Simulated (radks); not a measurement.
Problem. Radial electron density D(r) = 4 pi r^2 rho(r) of an atom or ion with 27 electrons. All-electron calculation, scalar-relativistic Kohn-Sham, LB94 model potential, spin-polarised, spherical densities, finite nucleus; Fermi nuclear charge, rms radius of each element as measured or else 0.836 A^(1/3) + 0.57 fm. Program: a radial shooting solver on a logarithmic mesh with Libxc functionals.

```
   r/bohr * D(r) (the largest magnitude, 106, reaches the edge; | marks zero)
 0.002709 |        *
  0.00303 |          *
 0.003362 |           *
 0.003761 |             *
 0.004207 |               *
 0.004668 |                  *
 0.005221 |                    *
 0.005839 |                       *
 0.006531 |                          *
 0.007247 |                            *
 0.008106 |                               *
 0.009067 |                                  *
  0.01006 |                                    *
  0.01125 |                                       *
  0.01259 |                                        *
  0.01408 |                                         *
  0.01562 |                                          *
  0.01747 |                                         *
  0.01954 |                                        *
  0.02169 |                                       *
  0.02426 |                                      *
  0.02713 |                                     *
  0.03035 |                                    *
  0.03367 |                                     *
  0.03766 |                                      *
  0.04212 |                                         *
  0.04674 |                                            *
  0.05228 |                                                *
  0.05848 |                                                    *
  0.06541 |                                                      *
  0.07258 |                                                      *
  0.08118 |                                                    *
   0.0908 |                                                *
   0.1007 |                                            *
   0.1127 |                                        *
    0.126 |                                     *
    0.141 |                                     *
   0.1564 |                                      *
    0.175 |                                         *
   0.1957 |                                          *
   0.2172 |                                         *
   0.2429 |                                      *
   0.2717 |                               *
   0.3039 |                       *
   0.3372 |                *
   0.3771 |         *
   0.4218 |    *
   0.4681 | *
   0.5236 |*
   0.5856 *
    0.655 *
   0.7268 *
   0.8129 *
```

What is the nuclear charge?

Solution. Z = 62. The innermost maximum, from 1s, lies near gamma/Z bohr with gamma = sqrt(1 - (Z/c)^2) = 0.892, here 0.0144 bohr (found: 0.0157), and its height grows with Z. The density is that of the samarium ion Sm35+ in [Ar] 3d9; the configuration itself is not fixed sharply by these data, and Z only to a few units. D(r) has 3 maxima, at r = 0.0157, 0.0697, 0.200 bohr, and minima at 0.0306, 0.137 bohr, inside which lie 1.96, 11.34 electrons.
